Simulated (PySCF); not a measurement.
A calculated (TPSS, PySCF 2.14, aug-cc-pCVTZ-DK with one added diffuse shell each of s, p, d, f type, the spin-free X2C one-electron Hamiltonian (Gaussian nucleus)) atom or ion has these occupied shells.

| shell | electrons | orbital energy (eV) | rms radius, mean of both spins (bohr) |
| --- | --- | --- | --- |
| 1s α | 1 | -2116.3 | 0.120 |
| 1s β | 1 | -2115.7 | 0.120 |
| 2s α | 1 | -200.26 | 0.565 |
| 2s β | 1 | -199.65 | 0.565 |
| 2p α | 3 | -149.81 | 0.542 |
| 2p β | 3 | -149.09 | 0.542 |
| 3s α | 1 | -36.164 | 1.84 |
| 3p α | 2 | -26.241 | 2.07 |

Q: Name the element and its charge.

A: P²⁺ (phosphorus, charge +2), in [Ne] 3s1 3p2, high-spin 4P determinant (an excited configuration).
